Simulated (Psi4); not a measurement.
C$_{6}$H$_{12}$BO$_{2}$ (SMILES [CH2]C1(C)OBOC1(C)C), doublet, geometry from GFN2-xTB; TPSS/STO-3G in Psi4.

Here is a job for Psi4.
```
memory 2 GB

molecule mol {
0 2
C     1.449594    0.824541    1.180045
C     0.840397    0.072580    0.077224
C     1.570844    0.380696   -1.242600
O     0.948034   -1.332436    0.306461
B    -0.241839   -1.923405    0.052349
O    -1.228855   -1.040667   -0.235692
C    -0.744738    0.281505   -0.044207
C    -1.198247    1.167250   -1.198473
C    -1.323393    0.809916    1.272738
H     1.755944    1.840154    1.030076
H     1.640508    0.345471    2.118160
H     1.514850    1.438215   -1.479618
H     1.143870   -0.206130   -2.051776
H     2.614030    0.095768   -1.127793
H    -0.400404   -3.074053    0.072338
H    -2.283479    1.237721   -1.174985
H    -0.779572    2.164452   -1.096552
H    -0.910122    0.746286   -2.156560
H    -1.021072    0.167717    2.096147
H    -0.975967    1.822080    1.460958
H    -2.409570    0.805245    1.213347
}

set {
  basis sto-3g
  reference uks
  df_basis_scf cc-pvtz-jkfit
}

energy('tpss')
print_variables()
```

Problem. Predict the main parts of the log of this Psi4 run.

Solution. 
```
   => Loading Basis Set <=

    Name: STO-3G
    Role: ORBITAL
    Keyword: BASIS

         ---------------------------------------------------------
                                   SCF
               by Justin Turney, Rob Parrish, Andy Simmonett
                          and Daniel G. A. Smith
                              UKS Reference
         ---------------------------------------------------------

  ==> Geometry <==

    Molecular point group: c1
    Full point group: C1

    Geometry (in Angstrom), charge = 0, multiplicity = 2:

       Center              X                  Y                   Z               Mass
    ------------   -----------------  -----------------  -----------------  -----------------
         C            1.450636982180     0.897356785787     1.171073949895    12.000000000000
         C            0.841439982180     0.145395785787     0.068252949895    12.000000000000
         C            1.571886982180     0.453511785787    -1.251571050105    12.000000000000
         O            0.949076982180    -1.259620214213     0.297489949895    15.994914619570
         B           -0.240796017820    -1.850589214213     0.043377949895    11.009305360000
         O           -1.227812017820    -0.967851214213    -0.244663050105    15.994914619570
         C           -0.743695017820     0.354320785787    -0.053178050105    12.000000000000
         C           -1.197204017820     1.240065785787    -1.207444050105    12.000000000000
         C           -1.322350017820     0.882731785787     1.263766949895    12.000000000000
         H            1.756986982180     1.912969785787     1.021104949895     1.007825032230
         H            1.641550982180     0.418286785787     2.109188949895     1.007825032230
         H            1.515892982180     1.511030785787    -1.488589050105     1.007825032230
         H            1.144912982180    -0.133314214213    -2.060747050105     1.007825032230
         H            2.615072982180     0.168583785787    -1.136764050105     1.007825032230
         H           -0.399361017820    -3.001237214213     0.063366949895     1.007825032230
         H           -2.282436017820     1.310536785787    -1.183956050105     1.007825032230
         H           -0.778529017820     2.237267785787    -1.105523050105     1.007825032230
         H           -0.909079017820     0.819101785787    -2.165531050105     1.007825032230
         H           -1.020029017820     0.240532785787     2.087175949895     1.007825032230
         H           -0.974924017820     1.894895785787     1.451986949895     1.007825032230
         H           -2.408527017820     0.878060785787     1.204375949895     1.007825032230

  Running in c1 symmetry.

  Rotational constants: A =      0.06777  B =      0.05965  C =      0.05177 [cm^-1]
  Rotational constants: A =   2031.61956  B =   1788.14316  C =   1552.11859 [MHz]
  Nuclear repulsion =  488.615782802738863

  Charge       = 0
  Multiplicity = 2
  Electrons    = 69
  Nalpha       = 35
  Nbeta        = 34

  ==> Algorithm <==

  SCF Algorithm Type is DF.
  DIIS enabled.
  MOM disabled.
  Fractional occupation disabled.
  Guess Type is SAD.
  Energy threshold   = 1.00e-06
  Density threshold  = 1.00e-06
  Integral threshold = 1.00e-12

  ==> Primary Basis <==

  Basis Set: STO-3G
    Blend: STO-3G
    Number of shells: 39
    Number of basis functions: 57
    Number of Cartesian functions: 57
    Spherical Harmonics?: true
    Max angular momentum: 1

  ==> DFT Potential <==

   => LibXC <=

    Version 7.1.2
    S. Lehtola, C. Steigemann, M. J. T. Oliveira, and M. A. L. Marques,  SoftwareX 7, 1–5 (2018) (10.1016/j.softx.2017.11.002)

   => Composite Functional: TPSS <=

    TPSS Meta-GGA XC Functional

    J. Tao, et al., Phys. Rev. Lett., 91, 146401, 2003

    Deriv               =              1
    GGA                 =           TRUE
    Meta                =           TRUE

    Exchange Hybrid     =          FALSE
    MP2 Hybrid          =          FALSE

   => Exchange Functionals <=

    1.0000   XC_MGGA_X_TPSS

   => Correlation Functionals <=

    1.0000   XC_MGGA_C_TPSS

   => LibXC Density Thresholds  <==

    XC_MGGA_C_TPSS:  1.00E-15
    XC_MGGA_X_TPSS:  1.00E-15

   => Molecular Quadrature <=

    Radial Scheme          =       TREUTLER
    Pruning Scheme         =           NONE
    Nuclear Scheme         =       TREUTLER

    Blocking Scheme        =         OCTREE
    BS radius alpha        =              1
    Pruning alpha          =              1
    Radial Points          =             75
    Spherical Points       =            302
    Total Points           =         434811
    Total Blocks           =           3167
    Max Points             =            256
    Max Functions          =             53
    Weights Tolerance      =       1.00E-15

   => Loading Basis Set <=

    Name: CC-PVTZ-JKFIT
    Role: JKFIT
    Keyword: DF_BASIS_SCF

  ==> Integral Setup <==

  SCF_SUBTYPE=INCORE selected. In-core MEM_DF algorithm will be used.
  Using in-core AOs.

  ==> MemDFJK: Density-Fitted J/K Matrices <==

    J tasked:                   Yes
    K tasked:                    No
    wK tasked:                   No
    Algorithm:                 Core
    Schwarz Cutoff:           1E-12
    Mask sparsity (%):       1.5389
    Fitting Condition:        1E-10

   => Auxiliary Basis Set <=

  Basis Set: CC-PVTZ-JKFIT
    Blend: CC-PVTZ-JKFIT
    Number of shells: 345
    Number of basis functions: 1071
    Number of Cartesian functions: 1284
    Spherical Harmonics?: true
    Max angular momentum: 4

  Minimum eigenvalue in the overlap matrix is 2.0209762527E-01.
  Reciprocal condition number of the overlap matrix is 7.7267003873E-02.
    Using symmetric orthogonalization.

  ==> Pre-Iterations <==

  SCF Guess: Superposition of Atomic Densities via on-the-fly atomic UHF (no occupation information).

   -------------------------
    Irrep   Nso     Nmo
   -------------------------
     A         57      57
   -------------------------
    Total      57      57
   -------------------------

  ==> Iterations <==

                           Total Energy        Delta E     RMS |[F,P]|

   @DF-UKS iter SAD:  -402.07083541870452   -4.02071e+02   0.00000e+00
   @DF-UKS iter   1:  -406.07783018412329   -4.00699e+00   5.25548e-03 DIIS/ADIIS
   @DF-UKS iter   2:  -406.03118386117899    4.66463e-02   7.59714e-03 DIIS/ADIIS
   @DF-UKS iter   3:  -406.13666982189704   -1.05486e-01   7.04514e-04 DIIS/ADIIS
   @DF-UKS iter   4:  -406.13750168841841   -8.31867e-04   4.14167e-04 DIIS/ADIIS
   @DF-UKS iter   5:  -406.13776391628153   -2.62228e-04   2.27031e-04 DIIS/ADIIS
   @DF-UKS iter   6:  -406.13786195454077   -9.80383e-05   7.23476e-05 DIIS
   @DF-UKS iter   7:  -406.13787317143084   -1.12169e-05   2.25694e-05 DIIS
   @DF-UKS iter   8:  -406.13787452385333   -1.35242e-06   6.71037e-06 DIIS
   @DF-UKS iter   9:  -406.13787463024318   -1.06390e-07   1.26056e-06 DIIS
   @DF-UKS iter  10:  -406.13787463394840   -3.70522e-09   4.84946e-07 DIIS
  Energy and wave function converged.

  ==> Post-Iterations <==

   Electrons on quadrature grid:
      Nalpha   =   34.9999917878 ; deviation = -8.212e-06
      Nbeta    =   33.9999976488 ; deviation = -2.351e-06
      Ntotal   =   68.9999894367 ; deviation = -1.056e-05

   @Spin Contamination Metric:   4.887529019E-03
   @S^2 Expected:                7.500000000E-01
   @S^2 Observed:                7.548875290E-01
   @S   Expected:                5.000000000E-01
   @S   Observed:                5.000000000E-01

    Orbital Energies [Eh]
    ---------------------

    Alpha Occupied:

[...]
    Alpha Virtual:

[...]
      57A      0.633024

    Beta Occupied:

[...]
      34A     -0.121584

    Beta Virtual:

[...]
    Final Occupation by Irrep:
              A
    DOCC [    34 ]
    SOCC [     1 ]
    NA   [    35 ]
    NB   [    34 ]

  @DF-UKS Final Energy:  -406.13787463394840

   => Energetics <=

    Nuclear Repulsion Energy =            488.6157828027388632
    One-Electron Energy =               -1522.3430782411710425
    Two-Electron Energy =                 686.2470018381641239
    DFT Exchange-Correlation Energy =     -58.6575810336804508
    Empirical Dispersion Energy =           0.0000000000000000
    VV10 Nonlocal Energy =                  0.0000000000000000
    Total Energy =                       -406.1378746339483996

  UHF NO Occupations:
  HONO-2 :   33  A 1.9995872
  HONO-1 :   34  A 1.9985919
  HONO-0 :   35  A 1.0000000
  LUNO+0 :   36  A 0.0014081
  LUNO+1 :   37  A 0.0004128
  LUNO+2 :   38  A 0.0003697
  LUNO+3 :   39  A 0.0002213

Computation Completed

Properties will be evaluated at   0.000000,   0.000000,   0.000000 [a0]

Properties computed using the SCF density matrix

 Multipole Moments:

 ------------------------------------------------------------------------------------
     Multipole            Electronic (a.u.)      Nuclear  (a.u.)        Total (a.u.)
 ------------------------------------------------------------------------------------

 L = 1.  Multiply by 2.5417464519 to convert [e a0] to [Debye]
 Dipole X            :         -0.0500110            0.1359861            0.0859751
 Dipole Y            :         -8.5420331            9.4945400            0.9525069
 Dipole Z            :          1.1109802           -1.1697432           -0.0587630
 Magnitude           :                                                    0.9581828

 ------------------------------------------------------------------------------------

  Variable Map:
  ----------------------------------------------------------------------------
[...]
  Array Variable Map:
  ----------------------------------------------------------------------------
[...]
[...]
```
